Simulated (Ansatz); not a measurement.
```yaml
crystal:
  periodic: [false, false, false]
  atoms:
    - {symbol: C, position_ang: [-0.595285, 0.961786, 1.005036]}
    - {symbol: C, position_ang: [-0.054381, 0.082329, 0.079236]}
    - {symbol: O, position_ang: [1.135013, -0.796168, 0.259253]}
    - {symbol: Al, position_ang: [-0.136259, 1.383510, 2.342019]}
    - {symbol: H, position_ang: [-0.136259, 1.083510, 2.042019]}
    - {symbol: H, position_ang: [-1.511552, 1.577514, 0.738075]}
    - {symbol: H, position_ang: [0.759034, -1.931391, -2.764074]}
basis:
  gaussian: {orbitals: def2-TZVPD}
hamiltonian: {xc: {name: PBEsol}}
accuracy: high
```

```sh
$ ansatz run in.yaml --threads 2 --pin off --events-out ev --progress --plain --max-ram 4352MiB
```

Output, abridged:

```
Functional definition: PBEsol
2909 factors; integrals over basis functions are off by at most 3.8e-9 eV
mean field evaluation 1: about -10616.7936 eV, gradient 9.3e1 eV
mean field evaluation 2: about -10265.2373 eV, gradient 2.6e2 eV
mean field evaluation 4: about -10606.9071 eV, gradient 8.9e1 eV
mean field evaluation 8: about -10642.5505 eV, gradient 8.8e0 eV
mean field evaluation 16: about -10643.8278 eV, gradient 7.8e-6 eV
mean field -10643.82781254 eV, -391.1534574653 hartree, gradient 6.4e-8 eV, S^2 0.000000; 2 other end points of the search recorded, 0 dependent functions left out
reference -10643.82781682 eV, -391.1534576227 hartree; 18, 18 occupied and 166, 166 virtual orbitals, 2909 factors
Total energy: -10643.82781682 eV, -391.1534576227 hartree
```

In this input one atom was put on top of another. The run converged. The result belongs to that input, not to the molecule as meant.
